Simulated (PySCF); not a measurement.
## Vertical excitation energies

Ta(NEt)Br3, C₂H₅Br₃NTa (singlet state).
SMILES: `CC[N]=[Ta]([Br])([Br])[Br]`

Method used: PySCF 2.14.0, density-fitted response routines, TDDFT PBE0/def2-SVPD, vertical, gas phase, core orbitals frozen in the response, def2 core potentials past Kr. Isolated species at its PBE0-D3(BJ)/def2-SVP geometry, gas phase. Spin–orbit coupling is left out. Note that the optimisation stopped short of convergence; the values belong to its last geometry.

| state | E (eV) | λ (nm) | f | main configurations (H = HOMO, L = LUMO) |
| --- | --- | --- | --- | --- |
| S1 | 3.91 | 317.5 | 0.0004 | H→L (79%), H-1→L+1 (20%) |
| S2 | 4.06 | 305.6 | 0.0047 | H-1→L (84%), H→L+1 (14%) |
| S3 | 4.07 | 304.5 | 0.0048 | H-1→L+1 (45%), H→L+1 (36%), H→L (13%) |
| S4 | 4.08 | 304.1 | 0.0066 | H→L+1 (47%), H-1→L+1 (34%), H-1→L (10%) |
| S5 | 5.07 | 244.7 | 0.026 | H-2→L (84%) |
| S6 | 5.12 | 242.0 | 0.026 | H-2→L+1 (84%) |
| S7 | 5.34 | 232.3 | 0.0005 | H-3→L (50%), H→L+2 (18%), H-5→L+1 (9%) |
| S8 | 5.35 | 231.8 | 0.0000 | H-5→L (59%), H-4→L (31%) |
| S9 | 5.38 | 230.4 | 0.0001 | H-4→L+1 (89%) |
| S10 | 5.40 | 229.5 | 0.0017 | H-3→L+1 (42%), H-5→L (30%), H-4→L (24%) |

Triplets (Tamm–Dancoff): T1 3.74 eV, H→L+1 (39%), H-1→L (38%), H→L (13%); T2 3.75 eV, H→L (83%); T3 3.80 eV, H-1→L (49%), H→L+1 (47%); T4 3.86 eV, H-1→L+1 (96%).

The lowest singlet comes at 317 nm (377 kJ/mol) in the ultraviolet; it is dark (f under 0.0005); its leading configuration is HOMO→LUMO (79%). The largest oscillator strength of a single state is 0.026. S3/S4 lie within about 0.01 eV of each other. For S1 the Löwdin share of tantalum is 11% in HOMO and 63% in LUMO (ligand-to-metal charge transfer by this measure). The listed states span 1.50 eV, and the widest gap between neighbours is 0.99 eV (S4 to S5). Weighted by f, the mean energy of these states is 4.86 eV. The vertical ionisation energy (ΔSCF) is 9.41 eV, 4.01 eV above S10. The window holds the lowest 10 singlets.

Hardware: an Arm Neoverse V1 with one thread, shared host. Cost: 9.7 min (with the writing of density and orbital grids), 1.5 GiB resident at most.
